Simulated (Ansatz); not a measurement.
Ansatz (a first-principles code) input (CCSD(T)/def2-SVPD):

Ansatz 0.2 input:
```yaml
crystal:
  periodic: [false, false, false]
  atoms:
    - {symbol: Si, position_ang: [-1.39887271, -0.16414786, 0.47656893]}
    - {symbol: Ge, position_ang: [0.71829352, 0.06818890, -0.28933928]}
    - {symbol: H, position_ang: [-2.04104576, 0.15862180, 1.79913044]}
    - {symbol: H, position_ang: [-2.52328256, -0.73141747, -0.34729843]}
    - {symbol: H, position_ang: [1.16315373, 0.68882081, 1.13506005]}
basis:
  gaussian:
    orbitals: def2-SVPD
total_charge: -1
magnetization: {spin_polarized: false}
correlation: {method: ccsd_t, electrons: outside_noble_gas}
output: {forces: true}
```

Output:

```
Functional definition: HF
integrals: 0.08 GiB planned
836 factors; integrals over basis functions are off by at most 1.2e-3 eV
mean field: 0.31 GiB planned
mean field evaluation 1: about -64371.6711 eV, gradient 1.3e1 eV
mean field evaluation 2: about -64371.6808 eV, gradient 1.3e1 eV
mean field evaluation 4: about -64372.6377 eV, gradient 1.8e0 eV
mean field evaluation 8: about -64372.6696 eV, gradient 2.7e-1 eV
mean field evaluation 16: about -64372.4934 eV, gradient 5.4e0 eV
mean field -64372.67087284 eV, -2365.6520212133 hartree, gradient 2.0e-6 eV, S^2 0.000000; 0 other end points of the search recorded, 0 dependent functions left out; unrestricted orbitals would lower it
19 core orbitals not correlated
reference -64372.67087284 eV, -2365.6520212133 hartree; 6, 6 occupied and 61, 61 virtual orbitals, 836 factors
densities: 0.24 GiB planned
second order -5.82845577 eV of doubles, -0.00000000 eV of singles
coupled cluster: 0.19 GiB planned
cycle   1  -6.52436039 eV  change   -7.0e-1 eV  update   8.7e-2
cycle   2  -6.82659713 eV  change   -3.0e-1 eV  update   3.3e-2
cycle   3  -6.86596123 eV  change   -3.9e-2 eV  update   1.3e-2
cycle   4  -6.86391767 eV  change    2.0e-3 eV  update   4.9e-3
cycle   5  -6.86293710 eV  change    9.8e-4 eV  update   1.8e-3
cycle   6  -6.86279548 eV  change    1.4e-4 eV  update   7.9e-4
cycle   7  -6.86303772 eV  change   -2.4e-4 eV  update   3.1e-4
cycle   8  -6.86310445 eV  change   -6.7e-5 eV  update   1.1e-4
cycle   9  -6.86306847 eV  change    3.6e-5 eV  update   3.2e-5
cycle  10  -6.86306377 eV  change    4.7e-6 eV  update   9.4e-6
cycle  11  -6.86306570 eV  change   -1.9e-6 eV  update   3.5e-6
coupled cluster: 0.19 GiB planned
perturbative correction -0.33155677 eV, -0.0121844867 hartree
the calculation of the forces begins
Total energy: -64379.86549531 eV, -2365.9164187124 hartree
Atom 0 at    -1.398873    -0.164148     0.476569 Å, force    -0.215557    -0.032557     0.053301 eV/Å
Atom 1 at     0.718294     0.068189    -0.289339 Å, force     0.327496     0.036086    -0.118068 eV/Å
Atom 2 at    -2.041046     0.158622     1.799130 Å, force    -0.037822     0.030244     0.109039 eV/Å
Atom 3 at    -2.523283    -0.731417    -0.347298 Å, force    -0.091227    -0.043341    -0.059404 eV/Å
Atom 4 at     1.163154     0.688821     1.135060 Å, force     0.017111     0.009568     0.015131 eV/Å
Dipole moment:     0.148062     0.004650    -0.085718 e Å
```

It need not be the lowest isomer of its formula. Whether it binds its extra electron was not tested at this geometry.
